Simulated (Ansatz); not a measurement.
Relaxation of FH$_{5}$NSi$_{2}$ (9 atoms, charge 1, multiplicity 1), to a largest force component of 0.015 eV/Å in at most 40 steps.

Theory: RKS PBE0-D4/def2-SVP (Ansatz 0.2.0).

```xyz
9
Properties=species:S:1:pos:R:3
N 0.352 1.504 -0.428
Si 0.066 -0.454 -1.047
F 1.637 -0.674 -0.659
Si -0.859 -1.479 0.794
H 0.960 1.550 0.391
H -0.498 2.030 -0.236
H 0.845 1.981 -1.182
H -1.057 -1.807 2.228
H -1.447 -2.653 0.139
```

**Question.** Where does it end, and by what steps?

**Answer.** It converged. Limits of this set-up: the dipole of an ion depends on the origin. After 13 steps the energy has fallen by 1.139 eV; H8 moved furthest, 1.07 Å. Joined: F3–Si4.

| step | energy less start (eV) | largest force component (eV/Å) | accepted |
| --- | --- | --- | --- |
| 0 | 0.0000 | 2.002 | yes |
| 1 | -0.3294 | 0.523 | yes |
| 2 | -0.4133 | 0.764 | yes |
| 3 | -0.4608 | 0.657 | yes |
| 4 | -0.5622 | 0.447 | yes |
| 5 | -0.6953 | 0.450 | yes |
| 6 | -0.8496 | 0.818 | yes |
| 7 | -1.0244 | 0.548 | yes |
| 8 | -1.0983 | 0.485 | yes |
| 9 | -1.1198 | 0.472 | yes |
| 10 | -1.1365 | 0.105 | yes |
| 11 | -1.1380 | 0.125 | yes |
| 12 | -1.1388 | 0.023 | yes |
| 13 | -1.1389 | 0.010 | yes |

```xyz
9
Properties=species:S:1:pos:R:3
N 0.333 1.425 -0.362
Si -0.095 -0.206 -1.492
F 0.953 -1.227 -0.171
Si -0.746 -1.432 0.397
H 0.854 1.196 0.494
H -0.498 1.955 -0.071
H 0.922 2.076 -0.895
H -0.697 -0.902 1.786
H -1.027 -2.885 0.315
```

The run took 28 s on 1 CPU thread of a shared host.
